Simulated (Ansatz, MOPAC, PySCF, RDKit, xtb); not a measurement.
Noncovalent pair: NH3 (SMILES N) (first 4 atoms) with H2Se (SMILES [SeH2]); geometry from B3LYP-D3(BJ)/def2-TZVP, rigid monomers moved along the line of their centres of mass till N1···H7 is 1.93 Å.
(charge 0, multiplicity 1):
```tsv
atom	x (Å)	y (Å)	z (Å)
N	-0.0681	-0.1982	0.0157
H	-0.9794	-0.3057	-0.4151
H	0.3835	0.6005	-0.4148
H	0.4788	-1.0217	-0.2082
Se	-0.3629	0.1846	3.4029
H	0.9649	0.8043	3.5240
H	-0.2124	0.0320	1.9314
```

| level | interaction energy (kJ/mol) | minus CCSD(T)/CBS(aug-cc-pVDZ, aug-cc-pVTZ) | cost |
|---|---|---|---|
| UFF | 105.5 | 114.5 | - |
| PM3 | -15.3 | -6.3 | - |
| GFN1-xTB | -4.5 | 4.5 | - |
| HF/6-31G* | -0.4 | 8.6 | - |
| PBE-D3(BJ)/def2-TZVPPD | -17.4 | -8.5 | ×1 |
| r2SCAN/def2-TZVPPD | -13.0 | -4.0 | ×2 |
| r2SCAN-D4/def2-TZVPPD | -14.0 | -5.1 | ×2 |
| B3LYP/6-31G* (no counterpoise) | -21.5 | -12.5 | - |
| B3LYP-D4/def2-TZVPPD | -11.8 | -2.9 | ×2 |
| PBE0/def2-TZVPPD | -12.1 | -3.2 | ×2 |
| PBE0-D3(BJ)/def2-TZVPPD | -15.5 | -6.5 | ×2 |
| PBE0-D4/def2-TZVPPD | -15.3 | -6.3 | ×2 |
| M06-2X/6-31G* (no counterpoise) | -23.3 | -14.3 | - |
| wB97X-V/def2-TZVPPD | -9.1 | -0.1 | ×4 |
| MP2/6-31G* | -10.3 | -1.4 | - |
| MP2/aug-cc-pVDZ | -6.7 | 2.2 | - |
| MP2/aug-cc-pVTZ | -9.7 | -0.7 | - |
| CCSD(T)/aug-cc-pVDZ | -3.6 | 5.4 | ×3 |
| CCSD(T)/aug-cc-pVTZ | -7.2 | 1.8 | ×30* |
| CCSD(T)/CBS(aug-cc-pVDZ, aug-cc-pVTZ) | -9.0 | 0.0 | ×30* |

 The comparison column counts from a level with limits of its own.

The rows run from -23.3 (M06-2X/6-31G* (no counterpoise)) to 105.5 kJ/mol (UFF). From aug-cc-pVDZ to aug-cc-pVTZ CCSD(T) changes by -3.6. The dispersion term adds -1.0 in r2SCAN-D4, -3.3 in PBE0-D3(BJ), -3.1 in PBE0-D4. The 3 functionals in def2-TZVPPD without D3 or D4 span 3.9, from r2SCAN to wB97X-V.

Monomers are frozen at their geometry in the pair; levels with a basis set take the counterpoise correction. Rows marked so take none. RDKit's UFF carries no charges.

Frozen-core correlation. Filled d and f shells under p-block atoms count as core. CBS: X⁻³ extrapolation of the correlation energy, Hartree–Fock from the larger set. Rows in 6-31G* carry no dispersion term and start afresh at each structure (6-31G* with six Cartesian d functions); the Pople sets are all-electron and without relativity. MP2/6-31G* freezes PySCF's default core, which leaves 3d correlated. The state that PM3 reach isn't checked.

Run with Ansatz (Gaussian basis) for Hartree–Fock, density functionals and correlated methods; MOPAC for PM3 (differences of heats of formation); PySCF for 6-31G* rows, the dispersion terms; RDKit for the force fields; xtb for the GFN methods. 

Costs are rough ratios of core time to PBE/def2-TZVPPD (about 5 s over the structures, on one shared machine); a dash marks a level with no comparable run of its own. A star marks coupled-cluster runs past 200 virtual orbitals, where the program's memory plan changes under this machine's limit, so their costs aren't comparable with smaller runs.

Ansatz is a program for electronic structure.
